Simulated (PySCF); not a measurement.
SMILES [OH][Al]([O][SiH](C)C)[OH], GFN2-xTB optimised geometry.

```
16

Si    -0.26    -0.66     0.00
C      1.64    -0.66     0.00
C     -0.95     1.11     0.00
O     -0.80    -1.44     1.33
Al    -1.21    -2.00     2.85
O     -2.04    -3.42     3.06
O     -0.75    -1.09     4.15
H     -0.80    -1.45    -1.12
H      2.03    -0.12     0.85
H      2.03    -0.20    -0.90
H      2.03    -1.67     0.05
H     -0.58     1.67     0.85
H     -2.03     1.11     0.05
H     -0.66     1.65    -0.90
H     -2.40    -4.11     2.51
H     -0.82    -1.10     5.09
```

Density from B3LYP/def2-TZVP (PySCF) at that geometry.

Minimum of the electron density along straight lines between bonded atoms, close to the bond critical point (lines longer than 1.1 times the sum of covalent radii, or with two minima, are not listed):

| bond | length / Å | ρ at the minimum / e bohr⁻³ | ∇²ρ there / e bohr⁻⁵ | position (fraction from the first atom) |
|---|---|---|---|---|
| Si1–C2 | 1.901 | 0.119 | 0.13 | 0.39 |
| Si1–C3 | 1.900 | 0.119 | 0.13 | 0.39 |
| Si1–O4 | 1.631 | 0.138 | 0.89 | 0.41 |
| O4–Al5 | 1.673 | 0.113 | 0.86 | 0.57 |
| Al5–O6 | 1.659 | 0.117 | 0.90 | 0.43 |
| Al5–O7 | 1.653 | 0.119 | 0.93 | 0.43 |
| Si1–H8 | 1.473 | 0.125 | ? | 0.49 |
| C2–H9 | 1.087 | 0.275 | -0.92 | 0.64 |
| C2–H10 | 1.086 | 0.276 | -0.92 | 0.63 |
| C2–H11 | 1.086 | 0.276 | -0.92 | 0.64 |
| C3–H12 | 1.087 | 0.275 | -0.92 | 0.64 |
| C3–H13 | 1.086 | 0.275 | -0.92 | 0.64 |
| C3–H14 | 1.086 | 0.276 | -0.92 | 0.63 |
| O6–H15 | 0.947 | 0.367 | -2.55 | 0.81 |
| O7–H16 | 0.947 | 0.367 | -2.56 | 0.81 |

**Question.** Complete the blanks.

**Answer.** 
- Si1–H8, ∇²ρ there / e bohr⁻⁵: 0.16
